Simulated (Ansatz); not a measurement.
C7H15NOSi⁺, that is SiEt3(NCO) with one electron fewer. Total charge 1; doublet. Geometry PBE-D4/def2-SVP; atoms count from 1.

```tsv
atom	x (Å)	y (Å)	z (Å)
Si1	-0.0718	0.0893	0.0993
C2	1.3492	-0.7917	-1.0856
C3	1.0906	-0.6789	-2.5517
H4	1.2805	-1.8139	-0.6552
H5	2.2390	-0.2442	-0.7071
H6	1.9371	-1.1982	-3.0749
H7	0.1658	-1.1904	-2.8806
H8	1.1097	0.3623	-2.9303
C9	-0.1504	1.8949	-0.4525
C10	-1.2036	2.6745	0.3509
H11	-0.3690	1.9142	-1.5405
H12	0.8709	2.3131	-0.3148
H13	-1.1991	3.7355	0.0185
H14	-2.2283	2.2854	0.1907
H15	-0.9973	2.6805	1.4399
C16	0.4780	-0.2989	1.8550
C17	0.5185	-1.7690	2.2643
H18	-0.2686	0.2649	2.4665
H19	1.4548	0.2102	2.0070
H20	0.7536	-1.8657	3.3449
H21	-0.4519	-2.2757	2.0947
H22	1.3077	-2.3318	1.7238
N23	-1.5145	-0.7461	-0.2930
C24	-2.5524	-1.3294	-0.5567
O25	-3.5487	-1.8908	-0.8125
```

Single mean-field runs in def2-TZVP are fitted with def2-universal-jkfit.

Estimate the Mulliken populations from the PBE0/def2-TZVP orbitals of Ansatz.


```json
{"atom": "Si1", "charge (e)": "0.26", "spin (α − β)": "0.10"}
{"atom": "C2", "charge (e)": "-0.19", "spin (α − β)": "0.46"}
{"atom": "C3", "charge (e)": "-0.38", "spin (α − β)": "0.01"}
{"atom": "H4", "charge (e)": "0.19", "spin (α − β)": "0.01"}
{"atom": "H5", "charge (e)": "0.19", "spin (α − β)": "0.01"}
{"atom": "H6", "charge (e)": "0.21", "spin (α − β)": "0.07"}
{"atom": "H7", "charge (e)": "0.18", "spin (α − β)": "0.01"}
{"atom": "H8", "charge (e)": "0.18", "spin (α − β)": "0.01"}
{"atom": "C9", "charge (e)": "-0.24", "spin (α − β)": "0.07"}
{"atom": "C10", "charge (e)": "-0.39", "spin (α − β)": "0.02"}
{"atom": "H11", "charge (e)": "0.16", "spin (α − β)": "0.00"}
{"atom": "H12", "charge (e)": "0.16", "spin (α − β)": "0.00"}
{"atom": "H13", "charge (e)": "0.18", "spin (α − β)": "0.02"}
{"atom": "H14", "charge (e)": "0.16", "spin (α − β)": "0.00"}
{"atom": "H15", "charge (e)": "0.15", "spin (α − β)": "0.00"}
{"atom": "C16", "charge (e)": "-0.24", "spin (α − β)": "0.06"}
{"atom": "C17", "charge (e)": "-0.39", "spin (α − β)": "0.00"}
{"atom": "H18", "charge (e)": "0.17", "spin (α − β)": "0.02"}
{"atom": "H19", "charge (e)": "0.17", "spin (α − β)": "0.00"}
{"atom": "H20", "charge (e)": "0.18", "spin (α − β)": "0.01"}
{"atom": "H21", "charge (e)": "0.15", "spin (α − β)": "0.00"}
{"atom": "H22", "charge (e)": "0.14", "spin (α − β)": "0.00"}
{"atom": "N23", "charge (e)": "-0.21", "spin (α − β)": "0.08"}
{"atom": "C24", "charge (e)": "0.35", "spin (α − β)": "-0.01"}
{"atom": "O25", "charge (e)": "-0.13", "spin (α − β)": "0.06"}
```
Mulliken values depend strongly on the basis.

Where does the spin sit?

Summed by element: Si 0.10, C 0.62, H 0.14, N 0.08, O 0.06, of 1 unpaired in all. Largest on single atoms: C2 0.46, Si1 0.10, N23 0.08.

And the Mayer bond orders between heavy atoms (over 0.3)?

Si1–C2 0.62 (2.05 Å); Si1–C9 1.00 (1.89 Å); Si1–C16 1.02 (1.88 Å); Si1–N23 1.20 (1.71 Å); C2–C3 1.08 (1.49 Å); C9–C10 0.98 (1.54 Å); C16–C17 0.99 (1.53 Å); N23–C24 1.90 (1.22 Å); C24–O25 2.18 (1.17 Å).
